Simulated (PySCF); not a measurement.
## Excitation energy of Sc by level of theory

Sc [Ar] 3d1 4s2 (2D) → Sc [Ar] 3d3 (4F), as a difference of total energies. Computed with PySCF 2.14 in aug-cc-pVDZ-DK, with the spin-free X2C one-electron Hamiltonian (Gaussian nucleus). Correlated levels: valence: [Ar] frozen. The calculations carry no spin-orbit coupling.

```tsv
method	excitation energy (eV)
UHF	4.682
MP2 (valence)	4.667
SCS-MP2 (valence)	5.249
CCSD (valence)	4.628
CCSD(T) (valence)	4.591
```

**Question.** How much does correlation contribute at CCSD(T) (valence)?

**Answer.** 4.591 − (4.682) = -0.091 eV, measured against UHF.

The coupled-cluster amplitudes are large for the upper state (T1 above 0.03 or a double amplitude above 0.15), so a single reference is strained.
